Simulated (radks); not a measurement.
Results of a calculation; reference values are marked as such.
Coherent X-ray form factor from a spherical all-electron density. Level of theory: non-relativistic Kohn-Sham, LB94 model potential, spin-polarised, spherical densities, point nucleus (a radial shooting solver on a logarithmic mesh with Libxc functionals).

sin(theta)/lambda (1/angstrom)  f0 (electrons)
0.05                                    22.938
0.1                                     22.754
0.15                                    22.452
0.2                                     22.039
0.25                                    21.525
0.3                                     20.922
0.4                                     19.502
0.5                                     17.892
0.6                                     16.207
0.8                                     12.992
1                                       10.376
1.25                                     8.130
1.5                                      6.781
2                                        5.327

The species is in the configuration that NIST lists as its ground one. Which atom or ion scatters so?

Answer. The strontium ion Sr15+, [Ar] 3d5. Extrapolating in s^2 from the first two rows gives f0(0) = 23.0, near the electron count 23; among species with that count, the fall with angle is slower the higher Z, and the table is that of Z = 38; from so few rows the species is fixed only to a neighbour or two.
